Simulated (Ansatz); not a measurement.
In3O8H7⁻, a hydroxylated oxide cluster. The state is a doublet with charge -1. Geometry PBE-D4/def2-SVP, that of the neutral singlet; atoms count from 1.

```tsv
atom	x (Å)	y (Å)	z (Å)
In1	-0.0828	-1.6381	-0.4748
In2	0.7836	1.3427	-1.4043
In3	0.2073	0.4001	1.6715
O4	0.1291	1.1169	3.5538
O5	1.5789	2.5600	-2.7946
O6	-0.2250	2.2228	0.2976
O7	0.3463	-1.8200	1.7346
O8	-1.5658	-0.2444	0.4237
O9	1.4129	-0.1028	-0.0340
O10	-0.2611	-3.4818	-1.2847
O11	-0.3573	-0.2851	-2.2433
H12	-0.0235	2.0807	3.4876
H13	1.6078	3.4632	-2.4207
H14	-1.1825	2.0542	0.1541
H15	-0.3563	-2.2408	2.2682
H16	-2.2419	-0.7331	0.9331
H17	0.2981	-4.0814	-0.7511
H18	-0.0680	-0.6131	-3.1168
```

In the def2 sets In takes a core potential; there is no spin–orbit coupling. The highest occupied level of the charge -1 doublet lies above zero (up to 0.69 eV). By energy differences its removal costs 0.78 eV (vertical, to the charge 0 singlet, at PBE0-D4/def2-SVP); self-interaction error and the lack of diffuse functions both raise the level.

Estimate the Mulliken populations from the PBE0/def2-SVP orbitals of Ansatz.


| atom | charge (e) | spin (α − β) |
| --- | --- | --- |
| In1 | 0.68 | 0.21 |
| In2 | 0.66 | 0.31 |
| In3 | 0.71 | 0.19 |
| O4 | -0.50 | 0.04 |
| O5 | -0.50 | 0.06 |
| O6 | -0.50 | 0.00 |
| O7 | -0.50 | 0.00 |
| O8 | -0.51 | 0.00 |
| O9 | -0.66 | 0.01 |
| O10 | -0.50 | 0.04 |
| O11 | -0.51 | 0.00 |
| H12 | 0.17 | 0.01 |
| H13 | 0.16 | 0.01 |
| H14 | 0.17 | 0.04 |
| H15 | 0.15 | 0.03 |
| H16 | 0.14 | 0.04 |
| H17 | 0.17 | 0.01 |
| H18 | 0.18 | 0.02 |
Mulliken values and Mayer orders depend strongly on the basis.

Where does the spin sit?

Summed by element: In 0.70, O 0.14, H 0.16, of 1 unpaired in all. Largest on single atoms: In2 0.31, In1 0.21, In3 0.19.

And the Mayer bond orders between bonded heavy atoms (over 0.3)?

In1–O7 0.47 (2.26 Å); In1–O8 0.49 (2.22 Å); In1–O9 0.57 (2.19 Å); In1–O10 0.99 (2.02 Å); In1–O11 0.45 (2.24 Å); In2–O5 0.94 (2.01 Å); In2–O6 0.59 (2.17 Å); In2–O9 0.67 (2.09 Å); In2–O11 0.54 (2.16 Å); In3–O4 0.98 (2.02 Å); In3–O6 0.43 (2.32 Å); In3–O7 0.49 (2.23 Å); In3–O8 0.44 (2.26 Å); In3–O9 0.61 (2.15 Å).
